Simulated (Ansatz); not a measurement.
The first iterations of a band of Cl2FHSi + H4Si (10 atoms, charge 0, multiplicity 1).

These are results of RKS CAM-B3LYP/def2-SVP in Ansatz, not measurements.

```yaml
movable_images: 9
climbing_image: yes
spring: 5.0 eV/Å²
optimiser: quadratic models (default)
start_path: through a guess of the saddle point
force_threshold: 0.03 eV/Å
iteration_limit: 60
end_points: relaxed
```

Initial state:

```xyz
10
Properties=species:S:1:pos:R:3
Si -0.430 -0.718 -0.314
H -0.698 -1.086 1.082
Cl 1.577 -0.655 -0.675
Cl -1.281 1.077 -0.771
F -1.069 -1.827 -1.282
Si 1.748 2.714 1.467
H 3.159 2.511 1.894
H 1.675 2.775 -0.015
H 1.233 3.984 2.047
H 0.919 1.582 1.965
```

Final state:

```xyz
10
Properties=species:S:1:pos:R:3
Si 0.352 0.512 -0.629
H -0.104 -0.163 2.688
Cl 1.686 -0.504 -1.810
Cl -1.130 1.301 -1.805
F -0.348 -0.584 0.333
Si 1.413 2.162 0.626
H 2.459 1.535 1.473
H 2.033 3.121 -0.325
H 0.406 2.858 1.469
H 0.065 0.118 3.378
```

| iteration | highest image above the first end (eV) | largest band force component (eV/Å) |
| --- | --- | --- |
| 1 | 6.405 | 11.589 |
| 2 | 4.233 | 5.776 |
| 3 | 3.482 | 2.036 |

Task: Does the band converge within its limit, and where does its top end?

Result: It converged. It ended after 11 iterations with the highest image 3.405 eV above the first end. Neighbouring images differ by up to 2.0 eV, so the band resolves the path poorly. A vibrational analysis at the climbing image gives one clearly imaginary mode, 1465i cm⁻¹: a first-order saddle point. The orbitals stay closed-shell, which can raise the energy where a bond breaks towards radicals; this wasn't checked here.

Run time: 2.3 min on 4 threads of Intel(R) Xeon(R) 6975P-C (Granite Rapids), on a shared host, peak memory 0.36 GiB.
